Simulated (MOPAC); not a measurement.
MOPAC input (PM3):

```
PM3 1SCF GEO-OK AUX(PRECISION=9) THREADS=1
H5NO3Si

N    -0.18320800 1   -0.06798200 1   -1.67848600 1
Si   -0.01064500 1   -0.00903100 1    0.01749800 1
O    -1.12233400 1   -0.90631800 1    0.80858500 1
O    -0.22490300 1    1.54387200 1    0.51386000 1
O     1.45939200 1   -0.62742300 1    0.41796000 1
H    -0.97033400 1    0.39112700 1   -2.11073000 1
H     0.04603200 1   -0.91911200 1   -2.16859900 1
H    -1.08653500 1   -0.92093600 1    1.76829100 1
H     0.31118100 1    2.22442400 1    0.10085200 1
H     2.23390900 1   -0.25424600 1   -0.00862400 1
```

From the output:

```
                                                       MOPAC v23.2.5 Linux

          FINAL HEAT OF FORMATION =       -249.73626 KCAL/MOL =   -1044.89651 KJ/MOL

          COSMO AREA              =        111.27 SQUARE ANGSTROMS
          COSMO VOLUME            =         97.33 CUBIC ANGSTROMS

          IONIZATION POTENTIAL    =          8.922938 EV
          HOMO LUMO ENERGIES (EV) =         -8.923  1.508
          NO. OF FILLED LEVELS    =         16
          MOLECULAR WEIGHT        =         95.1299         POINT GROUP:  Cs

          MOLECULAR DIMENSIONS (Angstroms)

            Atom       Atom       Distance
            H     8    H     6     4.09656
            H     7    H     9     3.71689
            O     3    H    10     3.28786

          SCF CALCULATIONS        =          1

   ATOM   CHEMICAL          X               Y               Z
  NUMBER   SYMBOL      (ANGSTROMS)     (ANGSTROMS)     (ANGSTROMS)

     1       N         -0.18320800  *  -0.06798200  *  -1.67848600  *
     2      Si         -0.01064500  *  -0.00903100  *   0.01749800  *
     3       O         -1.12233400  *  -0.90631800  *   0.80858500  *
     4       O         -0.22490300  *   1.54387200  *   0.51386000  *
     5       O          1.45939200  *  -0.62742300  *   0.41796000  *
     6       H         -0.97033400  *   0.39112700  *  -2.11073000  *
     7       H          0.04603200  *  -0.91911200  *  -2.16859900  *
     8       H         -1.08653500  *  -0.92093600  *   1.76829100  *
     9       H          0.31118100  *   2.22442400  *   0.10085200  *
    10       H          2.23390900  *  -0.25424600  *  -0.00862400  *

                             CARTESIAN COORDINATES

   1    N       -0.183208000    -0.067982000    -1.678486000
   2   Si       -0.010645000    -0.009031000     0.017498000
   3    O       -1.122334000    -0.906318000     0.808585000
   4    O       -0.224903000     1.543872000     0.513860000
   5    O        1.459392000    -0.627423000     0.417960000
   6    H       -0.970334000     0.391127000    -2.110730000
   7    H        0.046032000    -0.919112000    -2.168599000
   8    H       -1.086535000    -0.920936000     1.768291000
   9    H        0.311181000     2.224424000     0.100852000
  10    H        2.233909000    -0.254246000    -0.008624000

           Empirical Formula: H5 N O3 Si  =    10 atoms

      MOLECULAR POINT GROUP   :   Cs

                  EIGENVALUES
 -35.50941 -35.29782 -35.22443 -27.68224 -17.08965 -16.40172 -16.08635 -14.77488
 -14.67402 -12.75404 -12.19311 -11.97455 -11.12062 -10.78903 -10.76072  -8.92294
   1.50829   2.20764   2.26304   2.31108   4.88515   5.73553   5.76086   6.01183
   6.13530

              NET ATOMIC CHARGES AND DIPOLE CONTRIBUTIONS

  ATOM NO.   TYPE          CHARGE      No. of ELECS.   s-Pop       p-Pop
    1          N          -0.248478        5.2485     1.40694     3.84154
    2         Si           1.084237        2.9158     0.88527     2.03050
    3          O          -0.492217        6.4922     1.75243     4.73979
    4          O          -0.519880        6.5199     1.75795     4.76193
    5          O          -0.519880        6.5199     1.75795     4.76193
    6          H           0.044239        0.9558     0.95576
    7          H           0.044239        0.9558     0.95576
    8          H           0.209461        0.7905     0.79054
    9          H           0.199140        0.8009     0.80086
   10          H           0.199140        0.8009     0.80086
 DIPOLE           X         Y         Z       TOTAL
 POINT-CHG.     0.879     0.734    -1.186     1.649
 HYBRID         0.154     0.124    -0.104     0.224
 SUM            1.033     0.858    -1.290     1.862

          ATOMIC ORBITAL ELECTRON POPULATIONS

     Atom    s        px        py        pz
    1  N   1.40694   1.42963   1.26932   1.14259
    2 Si   0.88527   0.65515   0.64232   0.73303
    3  O   1.75243   1.70431   1.78362   1.25185
    4  O   1.75795   1.69495   1.32744   1.73954
    5  O   1.75795   1.27670   1.73660   1.74863
    6  H   0.95576
    7  H   0.95576
    8  H   0.79054
    9  H   0.80086
   10  H   0.80086

 **********************
 *                    *
 * JOB ENDED NORMALLY *
 *                    *
 **********************

 == MOPAC DONE ==
```

The geometry given is a B3LYP-D3(BJ)/def2-TZVP minimum.
